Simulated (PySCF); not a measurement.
Ga(OH)(SiH3)2 (GaH7OSi2), SMILES [OH][Ga]([SiH3])[SiH3].

Geometry: TPSSh-D3(BJ)/def2-SVP. Other conformers were not sampled.

Calculation: PySCF with C-PCM-M06-2X/def2-SVP.

The values are the electrostatic part of the solvation free energy, E(continuum) − E(gas) at the gas-phase geometry, in a cavity of scaled van der Waals radii (PySCF's table); cavitation and dispersion terms are not included. A continuum can't describe solvent molecules that bind to the metal. In vacuum the orbital gap is 7.05 eV. The dipole moment in vacuum is 1.37 D.

Computed values in water (ε = 78.36), cyclohexanone (ε = 15.62), chlorobenzene (ε = 5.70):
```json
[
 {"solvent": "water", "ε": "78.36", "ΔG(elec) (kcal/mol)": "-6.5", "dipole (D)": "1.86", "gap (eV)": "7.25"},
 {"solvent": "cyclohexanone", "ε": "15.62", "ΔG(elec) (kcal/mol)": "-6.1", "dipole (D)": "1.83", "gap (eV)": "7.24"},
 {"solvent": "chlorobenzene", "ε": "5.70", "ΔG(elec) (kcal/mol)": "-5.3", "dipole (D)": "1.76", "gap (eV)": "7.21"}
]
```
